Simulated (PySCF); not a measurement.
# One molecule, several mistakes: BGeH7NSi cation

Calculated results; nothing here was measured. They come from PySCF 2.14.0, an open-source quantum chemistry program, on an isolated molecule that a program drew, which may never have been made. The molecule is BGeH7NSi cation (charge +1, singlet), drawn as the SMILES string `N[SiH+][BH][GeH3]`.

Each row is a Hartree-Fock (HF) and frozen-core CCSD(T) single point in the cc-pV(D+d)Z basis, meant for a local HF minimum. Run 1 is clean. Each other run has one planted mistake out of seven kinds, and not every kind appears here: one electron removed, one electron added, multiplicity raised by two, geometry at a saddle point, minimal basis STO-3G, one bond length entered in bohr, all coordinates scaled. The reference is restricted for singlets and unrestricted otherwise, and also for a bond in bohr. Adding or removing an electron swaps singlet and doublet. Electrons count all cores. HOMO and LUMO are orbital energies over both spins, the gradient is its largest component, and the lowest frequency (negative if imaginary) is given only where the gradient is small. Bond lengths are over the 10 bonds as drawn. T1 is the CCSD diagnostic: over 0.02 (restricted) or 0.045 (unrestricted) a single reference is doubtful. Germanium has the cc-pVDZ-PP basis, with a core potential (ECP10MDF) in place of its 10 inner electrons, and its 3s, 3p and 3d shells are frozen in CCSD(T).

Geometry of the clean run:
```xyz
11
BGeH7NSi cation, angstrom
N    -1.4758    0.3741    0.4657
Si   -0.4309   -0.3482    1.5067
B     1.5455   -0.5627    1.1358
Ge    2.9920    0.8924    1.6372
H    -2.4522    0.5098    0.6700
H    -1.2304    0.7215   -0.4457
H    -1.0715   -0.7571    2.7593
H     1.8633   -1.5817    0.6014
H     2.4011    1.9293    2.5891
H     4.1744    0.1671    2.2622
H     3.3568    1.5375    0.3017
```

| run | electrons | basis functions | <S^2> | HOMO (eV) | LUMO (eV) | gradient (hartree/bohr) | lowest frequency (cm^-1) | mean bond (Å) | longest bond (Å) | T1 | HF (hartree) | CCSD(T) (hartree) | mistake |
|---|---|---|---|---|---|---|---|---|---|---|---|---|---|
| 1 | 64 | 109 | 0.000 | -15.37 | -4.19 | 1.8e-05 | 38 | 1.5023 | 2.112 | 0.0163 | -665.26435 | -665.76545 | no fault |
| 2 | 64 | 109 | 0.690 | -15.33 | -4.21 | 3.2e-02 | - | 1.5918 | 2.112 | 0.0635 | -665.10944 | -665.61548 | one bond length entered in bohr |
| 3 | 65 | 109 | 0.762 | -6.45 | 1.36 | 6.7e-02 | - | 1.5023 | 2.112 | 0.0157 | -665.45733 | -665.97871 | one electron added |
| 4 | 64 | 109 | 2.020 | -12.97 | -6.40 | 6.1e-02 | - | 1.5023 | 2.112 | 0.0201 | -665.17550 | -665.66772 | multiplicity raised by two |
| 5 | 64 | 109 | 0.000 | -15.69 | -4.27 | 6.2e-02 | - | 1.4197 | 1.996 | 0.0148 | -665.22989 | -665.72281 | all coordinates scaled |
| 6 | 63 | 109 | 0.763 | -21.99 | -12.86 | 6.7e-02 | - | 1.5023 | 2.112 | 0.0235 | -664.74714 | -665.22599 | ? |

**Which mistake was planted in run 6, and what did it cost?**

It counts 63 electrons, one fewer than the clean run, at the same geometry and basis. So the mistake is: one electron removed. Subtracting run 1 and multiplying by 627.51 kcal/mol a hartree, the energy moved by 324.6 kcal/mol in HF and 338.5 kcal/mol in CCSD(T).

Cautions from the logs. Run 2: T1 is over the limit, so its CCSD(T) energy is less reliable.
